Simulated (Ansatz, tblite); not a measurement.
Removing an electron: [TaO2(OH)2]- (TaO4H2⁻). Charge -1, multiplicity 1. Geometry: PBE-D4/def2-SVPD. Ansatz, gas phase; energy differences of separate SCF runs; the oxidised species was run as a doublet alone.

Cartesian coordinates in Å:
```
Ta -0.234 0.366 -0.090
O -1.652 1.464 -0.187
O 1.224 1.169 -0.769
O -0.607 -1.294 -1.162
H 0.098 -1.593 -1.757
O 0.125 -0.087 1.835
H 1.047 -0.024 2.130
```

In the def2 sets Ta takes a core potential; there is no spin–orbit coupling. The xTB rows come from tblite. Correlated methods freeze 4 core orbitals; core or outer-core shells of Ta are correlated, in sets that lack core-valence functions. The rows differ in basis, and correlated rows in double-zeta sets carry the largest basis error.

```csv
level,−HOMO (eV),vertical IE (eV),−LUMO (eV),HOMO–LUMO gap (eV),remarks
GFN1-xTB,6.04,9.49,1.57,4.47,–
GFN2-xTB,5.35,9.07,1.40,3.95,–
HF/def2-SVPD,–,3.28,–,–,spin-contaminated (⟨S²⟩ 1.03) (doublet)
PBE-D4/def2-TZVPD,0.98,4.24,-2.54,3.52,–
r2SCAN-D4/def2-TZVPD,1.24,4.24,-3.07,4.32,–
PBE0-D4/def2-TZVPD,2.46,4.38,-3.10,5.56,–
CCSD/def2-SVPD,–,4.48,–,–,spin-contaminated (⟨S²⟩ 1.03) (doublet)
CCSD(T)/def2-SVPD,–,4.58,–,–,spin-contaminated (⟨S²⟩ 1.03) (doublet)
```

Relaxing the oxidised species (PBE-D4/def2-SVPD) changes its energy by -0.29 eV at PBE-D4/def2-TZVPD, so the adiabatic ionisation energy to this nearest minimum is 3.96 eV. At PBE0-D4/def2-TZVPD it is 4.01 eV.  Run but left out: MP2/def2-SVPD (neutral doublet: ⟨S²⟩ 1.03, where a pure state has 0.75).  Raw xTB energy differences between charge states are shifted by several eV; the methods need an empirical correction for them.
